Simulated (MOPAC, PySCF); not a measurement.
Potential energy surface of C2H6Be, singlet: bend at the central Be, local threefold symmetry of each CH3 group. Scanned: C-Be-C angle. Other coordinates (Be-C length, H-C-Be angle, C-H length) were minimised at B3LYP/def2-TZVP.

Methods: RHF/STO-3G = PySCF with restricted Hartree-Fock/STO-3G; PM6, restricted, heats of formation (MOPAC); CAM-B3LYP/def2-TZVP, density fitting (PySCF).

Energies in kJ/mol, each method relative to its own lowest point.

```tsv
a / °	RHF/STO-3G	PM6	CAM-B3LYP
180	0.0	0.0	0.0
172.50	1.6	1.2	1.3
165	6.4	4.5	5.4
157.50	14.3	10.2	12.2
150	25.7	[?]	21.9
142.50	40.5	28.8	34.6
135	59.2	41.9	50.6
127.50	82.1	58.1	70.2
120	109.8	77.7	[?]
112.50	143.3	101.4	122.4
105	183.7	130.3	156.7
97.50	[?]	166.7	198.8
90	295.5	[?]	[?]
```

Q: Complete the blanks.

A: 
- 150, PM6: 18.2
- 120, CAM-B3LYP: 93.9
- 97.50, RHF/STO-3G: 233.3
- 90, PM6: 214.3
- 90, CAM-B3LYP: 251.3
